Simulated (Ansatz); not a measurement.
Mulliken charges of CH4FNOSi (`O[SiH2]/N=C/F`) from ωB97M-V/def2-TZVPP in Ansatz (PBE0-D4/def2-TZVP geometry).

| atom | x (Å) | y (Å) | z (Å) | charge (e) |
| --- | --- | --- | --- | --- |
| O1 | -1.008 | 1.164 | 1.482 | -0.379 |
| Si2 | -0.246 | -0.177 | 0.935 | 0.489 |
| N3 | -0.221 | -0.161 | -0.798 | -0.242 |
| C4 | 0.777 | -0.209 | -1.522 | 0.113 |
| F5 | 0.674 | -0.178 | -2.853 | -0.162 |
| H6 | -1.886 | 1.347 | 1.142 | 0.181 |
| H7 | 1.115 | -0.128 | 1.527 | -0.052 |
| H8 | -0.951 | -1.424 | 1.317 | -0.055 |
| H9 | 1.835 | -0.280 | -1.248 | 0.108 |

Task: By hand: the dipole of these point charges (1 e Å = 4.8032 D).

Result: Σ q r = (0.145, -0.185, 0.299) e Å, of length 0.380 e Å = 1.83 D.

Task: How does the dipole of the full density compare? (Best estimate.)

Result: Computed: (0.102, -0.058, 0.093) e Å, 0.72 D; the point charges give 2.54 times that, at 21° from its direction.

Point charges leave out the atoms' own dipoles, such as those of lone pairs, and Mulliken's split depends on the basis, so the two needn't agree.
